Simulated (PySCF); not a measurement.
Cl$_{5}$Sb (SMILES [Cl][Sb]([Cl])([Cl])([Cl])[Cl]), singlet, at a GFN2-xTB geometry (all electrons, no relativity); B3LYP/STO-3G in PySCF.

Here is a job for PySCF.
```python
from pyscf import gto, scf, dft

mol = gto.Mole()
mol.atom = '''
    Sb   -0.000000    0.000000   -0.000000
    Cl    1.969498   -0.363960   -1.232708
    Cl    1.008436   -1.019389    1.912155
    Cl   -1.008436    1.019389   -1.912155
    Cl   -1.692244   -1.633030    0.021874
    Cl   -0.277254    1.996990    1.210834
'''
mol.basis = 'sto-3g'
mol.charge = 0
mol.spin = 0
mol.verbose = 4
mol.build()

mf = dft.RKS(mol)
mf.xc = 'b3lyp'
mf.kernel()
mf.analyze()
```

Output, abridged:

```
PySCF version 2.14.0

[INPUT] verbose = 4
[INPUT] num. atoms = 6
[INPUT] num. electrons = 136
[INPUT] charge = 0
[INPUT] spin (= nelec alpha-beta = 2S) = 0
[INPUT] symmetry False subgroup None
[INPUT] Mole.unit = angstrom
[INPUT] Symbol           X                Y                Z      unit          X                Y                Z       unit  Magmom
[INPUT]  1 Sb     0.000000000000   0.000000000000   0.000000000000 AA    0.000000000000   0.000000000000   0.000000000000 Bohr   0.0
[INPUT]  2 Cl     1.969498000000  -0.363960000000  -1.232708000000 AA    3.721811822879  -0.687784720297  -2.329480511560 Bohr   0.0
[INPUT]  3 Cl     1.008436000000  -1.019389000000   1.912155000000 AA    1.905667854152  -1.926366024394   3.613449257718 Bohr   0.0
[INPUT]  4 Cl    -1.008436000000   1.019389000000  -1.912155000000 AA   -1.905667854152   1.926366024394  -3.613449257718 Bohr   0.0
[INPUT]  5 Cl    -1.692244000000  -1.633030000000   0.021874000000 AA   -3.197877695938  -3.085979453198   0.041335869249 Bohr   0.0
[INPUT]  6 Cl    -0.277254000000   1.996990000000   1.210834000000 AA   -0.523934126940   3.773764173495   2.288144642312 Bohr   0.0

nuclear repulsion = 1387.44741547835
number of shells = 36
number of NR pGTOs = 216
number of NR cGTOs = 72
basis = sto-3g
ecp = {}

******** <class 'pyscf.dft.rks.RKS'> ********
method = RKS
initial guess = minao
damping factor = 0
level_shift factor = 0
DIIS = <class 'pyscf.scf.diis.CDIIS'>
diis_start_cycle = 1
diis_space = 8
diis_damp = 0
SCF conv_tol = 1e-09
SCF conv_tol_grad = None
SCF max_cycles = 50
direct_scf = True
direct_scf_tol = 1e-13
XC library pyscf.dft.libxc version 7.1.2
    S. Lehtola, C. Steigemann, M. J. T. Oliveira, and M. A. L. Marques,  SoftwareX 7, 1–5 (2018)
XC functionals = b3lyp
    P. J. Stephens, F. J. Devlin, C. F. Chabalowski, and M. J. Frisch,  J. Phys. Chem. 98, 11623 (1994)
radial grids:
    Treutler-Ahlrichs [JCP 102, 346 (1995); DOI:10.1063/1.469408] (M4) radial grids

becke partition: Becke, JCP 88, 2547 (1988); DOI:10.1063/1.454033
pruning grids: <function nwchem_prune>
grids dens level: 3
symmetrized grids: False
atomic radii adjust function: <function treutler_atomic_radii_adjust>
small_rho_cutoff = 0
Set gradient conv threshold to 3.16228e-05
Initial guess from minao.
tot grids = 116360
init E= -8510.43142583985
  HOMO = -0.626275488628948  LUMO = -0.437222731185043  gap/eV = 5.14439
cycle= 1 E= -8529.49337916334  delta_E= -19.1  |g|= 0.218  |ddm|= 3.55
  HOMO = -0.264253325625237  LUMO = -0.0795029764438698  gap/eV = 5.02731
cycle= 2 E= -8529.49908974291  delta_E= -0.00571  |g|= 0.12  |ddm|= 0.717
  HOMO = -0.27566124897854  LUMO = -0.0636309742305084  gap/eV = 5.76964
cycle= 3 E= -8529.50690058144  delta_E= -0.00781  |g|= 0.0381  |ddm|= 0.475
  HOMO = -0.272617291526755  LUMO = -0.067758449748011  gap/eV = 5.57449
cycle= 4 E= -8529.50783722986  delta_E= -0.000937  |g|= 0.00297  |ddm|= 0.127
  HOMO = -0.273141794264098  LUMO = -0.0678762926581866  gap/eV = 5.58556
cycle= 5 E= -8529.5078443507  delta_E= -7.12e-06  |g|= 0.000111  |ddm|= 0.0119
  HOMO = -0.273163957683498  LUMO = -0.0678608538575367  gap/eV = 5.58658
cycle= 6 E= -8529.50784435932  delta_E= -8.62e-09  |g|= 4.25e-06  |ddm|= 0.000397
  HOMO = -0.273162728608731  LUMO = -0.0678603467853854  gap/eV = 5.58656
cycle= 7 E= -8529.50784435939  delta_E= -7.64e-11  |g|= 5.29e-07  |ddm|= 2.77e-05
  HOMO = -0.273162571810464  LUMO = -0.0678604265572483  gap/eV = 5.58656
Extra cycle  E= -8529.50784435935  delta_E= 4e-11  |g|= 4.76e-07  |ddm|= 4.22e-06
converged SCF energy = -8529.50784435935
**** SCF Summaries ****
Total Energy =                       -8529.507844359352021
Nuclear Repulsion Energy =            1387.447415478353605
One-electron Energy =               -14541.216210823304209
Two-electron Energy =                 4624.260950985600175
Two-electron Coulomb Energy =         4931.736897161550587
DFT Exchange-Correlation Energy =     -307.475946175950526
HOMO-LUMO gap [eV] =                     5.586555925219374
**** MO energy ****
MO #1   energy= -1063.34885661054  occ= 2
MO #2   energy= -157.01856433558   occ= 2
MO #3   energy= -149.530055329215  occ= 2
MO #4   energy= -149.530055308226  occ= 2
MO #5   energy= -149.529785857427  occ= 2
MO #6   energy= -100.482392376435  occ= 2
MO #7   energy= -100.482391040885  occ= 2
MO #8   energy= -100.482387105924  occ= 2
MO #9   energy= -100.448223093719  occ= 2
MO #10  energy= -100.448211452193  occ= 2
MO #11  energy= -29.7479959423974  occ= 2
MO #12  energy= -27.0602380654396  occ= 2
MO #13  energy= -27.0602377203733  occ= 2
MO #14  energy= -27.0594225647361  occ= 2
MO #15  energy= -18.9014398972     occ= 2
MO #16  energy= -18.9014395120372  occ= 2
MO #17  energy= -18.9007782487009  occ= 2
MO #18  energy= -18.9007776664439  occ= 2
MO #19  energy= -18.9006190501371  occ= 2
MO #20  energy= -9.28621679092022  occ= 2
MO #21  energy= -9.28610433317835  occ= 2
MO #22  energy= -9.28610223067921  occ= 2
MO #23  energy= -9.25464531156357  occ= 2
MO #24  energy= -9.25409966440522  occ= 2
MO #25  energy= -7.06493901187528  occ= 2
MO #26  energy= -7.06483374391031  occ= 2
MO #27  energy= -7.06482564009516  occ= 2
MO #28  energy= -7.05106965762225  occ= 2
MO #29  energy= -7.05106538587994  occ= 2
MO #30  energy= -7.05100418328431  occ= 2
MO #31  energy= -7.05027125861043  occ= 2
MO #32  energy= -7.05011611661632  occ= 2
MO #33  energy= -7.05010577623736  occ= 2
MO #34  energy= -7.03293402445772  occ= 2
MO #35  energy= -7.03234973296164  occ= 2
MO #36  energy= -7.01903890208751  occ= 2
MO #37  energy= -7.01903143202683  occ= 2
MO #38  energy= -7.01894296079819  occ= 2
MO #39  energy= -7.01893548957228  occ= 2
MO #40  energy= -4.86913569051967  occ= 2
MO #41  energy= -3.71076190083942  occ= 2
MO #42  energy= -3.71076122477824  occ= 2
MO #43  energy= -3.70839290195104  occ= 2
MO #44  energy= -1.15361074617103  occ= 2
MO #45  energy= -1.15081202639391  occ= 2
MO #46  energy= -1.15080977722122  occ= 2
MO #47  energy= -1.14400124735523  occ= 2
MO #48  energy= -1.14400089474097  occ= 2
MO #49  energy= -0.842860380952289 occ= 2
MO #50  energy= -0.801815277658097 occ= 2
MO #51  energy= -0.801814823368464 occ= 2
MO #52  energy= -0.784614953314073 occ= 2
MO #53  energy= -0.759078595794645 occ= 2
MO #54  energy= -0.518149325486588 occ= 2
MO #55  energy= -0.423982625388562 occ= 2
MO #56  energy= -0.423979665325228 occ= 2
MO #57  energy= -0.41826723403466  occ= 2
MO #58  energy= -0.314948057538833 occ= 2
MO #59  energy= -0.314946514769349 occ= 2
MO #60  energy= -0.31067020262609  occ= 2
MO #61  energy= -0.310669283900971 occ= 2
MO #62  energy= -0.306646925006174 occ= 2
MO #63  energy= -0.305125314940765 occ= 2
MO #64  energy= -0.294390891877239 occ= 2
MO #65  energy= -0.281406041974922 occ= 2
MO #66  energy= -0.281403817450427 occ= 2
MO #67  energy= -0.273164711391473 occ= 2
MO #68  energy= -0.273162571810464 occ= 2
MO #69  energy= -0.0678604265572483 occ= 0
MO #70  energy= 0.00189497890572263 occ= 0
MO #71  energy= 0.00189861098539189 occ= 0
MO #72  energy= 0.0585255632419291 occ= 0
 ** Mulliken pop on meta-lowdin orthogonal AOs  **
 ** Mulliken pop  **
 ** Mulliken atomic charges  **
charge of    0Sb =      1.18296
charge of    1Cl =     -0.21745
charge of    2Cl =     -0.26530
charge of    3Cl =     -0.26530
charge of    4Cl =     -0.21746
charge of    5Cl =     -0.21745
Dipole moment(X, Y, Z, Debye):  0.00003,  0.00004, -0.00001
```
